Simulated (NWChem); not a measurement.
System: C₂H₂F₄; SMILES FC(F)C(F)F

NWChem input:

```
start job
memory heap 200 mb stack 900 mb global 1100 mb
geometry units angstroms noautosym nocenter noautoz
  F      1.092274    -1.356110     0.078717
  C     -0.000047    -0.687065    -0.324880
  F     -1.092296    -1.356140     0.078907
  C     -0.000047     0.687065     0.324880
  F     -1.092297     1.356139    -0.078907
  F      1.092273     1.356111    -0.078717
  H     -0.000181    -0.605324    -1.426359
  H     -0.000181     0.605324     1.426358
end
basis spherical
  * library 6-31g*
end
dft
  xc xpbe96 cpbe96
  iterations 150
end
cosmo
  dielec 3.9
end
task dft energy
```

Excerpt of the output:

```
             Northwest Computational Chemistry Package (NWChem) 7.3.0
             --------------------------------------------------------

                             Geometry "geometry" -> ""
                             -------------------------

 Output coordinates in angstroms (scale by  1.889725989 to convert to a.u.)

  No.       Tag          Charge          X              Y              Z
 ---- ---------------- ---------- -------------- -------------- --------------
    1 F                    9.0000     1.09227400    -1.35611000     0.07871700
    2 C                    6.0000    -0.00004700    -0.68706500    -0.32488000
    3 F                    9.0000    -1.09229600    -1.35614000     0.07890700
    4 C                    6.0000    -0.00004700     0.68706500     0.32488000
    5 F                    9.0000    -1.09229700     1.35613900    -0.07890700
    6 F                    9.0000     1.09227300     1.35611100    -0.07871700
    7 H                    1.0000    -0.00018100    -0.60532400    -1.42635900
    8 H                    1.0000    -0.00018100     0.60532400     1.42635800

 Effective nuclear repulsion energy (a.u.)     267.6994616085

  pbe96 is a nonlocal functional; adding pw91lda local functional.

                                 NWChem DFT Module
                                 -----------------

 Summary of "ao basis" -> "ao basis" (spherical)
 ------------------------------------------------------------------------------
       Tag                 Description            Shells   Functions and Types
 ---------------- ------------------------------  ------  ---------------------
 F                           6-31g*                  6       14   3s2p1d
 C                           6-31g*                  6       14   3s2p1d
 H                           6-31g*                  2        2   2s

 in cosmo_initialize ...

 solvent parameters
 solvname_short: unkn
 solvname_long:  unknown
 dielec:        3.9000

          ---------------
          -cosmo- solvent
          ---------------
 Cosmo: York-Karplus, doi: 10.1021/jp992097l
 dielectric constant -eps-     =   3.90
 screen = (eps-1)/(eps    )    =   0.74359
 surface charge correction     = lagrangian

   van der Waals surface
 --------------------------

[...]

                                   COSMO solvation results
                                   -----------------------

                 gas phase energy =      -476.283196470027
                 sol phase energy =      -476.285954479765
 (electrostatic) solvation energy =         0.002758009738 (    1.73 kcal/mol)

                       DFT Final Molecular Orbital Analysis
                       ------------------------------------

 Vector   23  Occ=2.000000D+00  E=-3.305304D-01
              MO Center= -1.0D-04,  9.9D-07, -4.7D-08, r^2= 3.4D+00
   Bfn.  Coefficient  Atom+Function         Bfn.  Coefficient  Atom+Function
  ----- ------------  ---------------      ----- ------------  ---------------
     3      0.253850  1 F  px                31      0.253879  3 F  px
    59     -0.253880  5 F  px                73     -0.253850  6 F  px
     4      0.238035  1 F  py                32     -0.238043  3 F  py
    60     -0.238045  5 F  py                74      0.238034  6 F  py
     7      0.171388  1 F  px                35      0.171409  3 F  px

 Vector   24  Occ=2.000000D+00  E=-3.208675D-01
              MO Center= -2.4D-04, -1.3D-07, -5.5D-07, r^2= 3.1D+00
   Bfn.  Coefficient  Atom+Function         Bfn.  Coefficient  Atom+Function
  ----- ------------  ---------------      ----- ------------  ---------------
     5      0.300789  1 F  pz                33      0.300861  3 F  pz
    61      0.300862  5 F  pz                75      0.300788  6 F  pz
    20      0.223932  2 C  s                 48     -0.223932  4 C  s
     9      0.210734  1 F  pz                37      0.210781  3 F  pz
    65      0.210782  5 F  pz                79      0.210733  6 F  pz

 Vector   25  Occ=2.000000D+00  E=-2.668294D-01
              MO Center= -4.7D-05, -4.8D-07, -5.0D-07, r^2= 2.7D+00
   Bfn.  Coefficient  Atom+Function         Bfn.  Coefficient  Atom+Function
  ----- ------------  ---------------      ----- ------------  ---------------
    18     -0.222848  2 C  py                46      0.222848  4 C  py
    19     -0.216584  2 C  pz                47      0.216584  4 C  pz
    86      0.215633  7 H  s                 88      0.215633  8 H  s
     5      0.203938  1 F  pz                33      0.203937  3 F  pz
    61     -0.203937  5 F  pz                75     -0.203938  6 F  pz

 Vector   26  Occ=0.000000D+00  E= 5.929008D-02
              MO Center= -1.7D-05,  9.5D-08,  5.4D-08, r^2= 2.2D+00
   Bfn.  Coefficient  Atom+Function         Bfn.  Coefficient  Atom+Function
  ----- ------------  ---------------      ----- ------------  ---------------
    21      0.534772  2 C  px                49      0.534772  4 C  px
    17      0.396424  2 C  px                45      0.396424  4 C  px
     6     -0.321883  1 F  s                 34      0.321838  3 F  s
    62      0.321841  5 F  s                 76     -0.321880  6 F  s
     8     -0.203593  1 F  py                36      0.203590  3 F  py

 Vector   27  Occ=0.000000D+00  E= 7.185134D-02
              MO Center= -1.3D-04, -8.4D-07, -3.0D-06, r^2= 3.3D+00
   Bfn.  Coefficient  Atom+Function         Bfn.  Coefficient  Atom+Function
  ----- ------------  ---------------      ----- ------------  ---------------
    86      0.807164  7 H  s                 88     -0.807160  8 H  s
    22     -0.694680  2 C  py                50     -0.694680  4 C  py
    20     -0.648312  2 C  s                 48      0.648310  4 C  s
    23      0.316032  2 C  pz                51      0.316030  4 C  pz
    18     -0.270799  2 C  py                46     -0.270799  4 C  py

[...]
```

Level: PBE/6-31G* (spherical d), COSMO on the gas-phase geometry. Structure relaxed at the PBE0/def2-SVP level. COSMO prints the solvation energy as gas minus solution, so a positive value is a stabilisation.
